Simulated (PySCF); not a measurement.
All values below come from PBE0-D3(BJ)/def2-TZVP (PySCF). Gas-phase values, no solvent. 

Reference species (SMILES): `[SiH2]=C` (neutral, multiplicity 1).

| Item | Value |
|---|---|
| dipole moment | 0.75 D |

Changed species: `C=[SiH]I` (whole molecule; the reference has whole molecule).

Task: Give the shifts of the dipole moment.

Result: the dipole moment decreases by 0.12 D, to 0.63 D.
